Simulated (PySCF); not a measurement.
C2H4F2Si, SMILES C=C(F)[SiH2]F.

The structure is a stationary point at PBE-D3(BJ)/def2-SVP. The structure was generated by enumeration, and PubChem lists no compound with its InChIKey, so it may never have been made. One conformer was computed; it need not be the lowest.

Level of theory: PBE-D3(BJ)/def2-SVP (PySCF 2.14.0).

Frequencies are harmonic and unscaled.

Computed normal modes with their intensities:
```tsv
mode	ν (cm⁻¹)	IR (km/mol)	moving atoms (share of kinetic energy)
1	76	3.3	F 51 %, Si 20 %, H 18 %, C 12 %
2	137	4.4	F 48 %, C 33 %, H 13 %
3	303	0.9	F 69 %, C 16 %, Si 12 %
4	315	0.2	C 49 %, H 46 %
5	381	19.2	Si 32 %, H 27 %, F 23 %, C 18 %
6	635	7.0	C 43 %, H 24 %, Si 22 %, F 12 %
7	654	80.9	H 59 %, C 21 %, Si 17 %
8	685	3.6	H 88 %
9	744	0.4	H 90 %
10	827	29.5	H 44 %, F 42 %, Si 13 %
11	856	44.4	H 72 %, C 28 %
12	893	233.7	H 61 %, Si 24 %, F 14 %
13	909	22.5	H 45 %, F 28 %, C 27 %
14	941	137.2	H 78 %, Si 16 %
15	1197	69.6	C 70 %, F 15 %, H 13 %
16	1317	7.0	H 86 %, C 13 %
17	1650	37.0	C 92 %
18	2191	86.8	H 98 %
19	2198	121.2	H 96 %
20	3089	1.4	H 94 %
21	3200	0.2	H 89 %, C 11 %
```
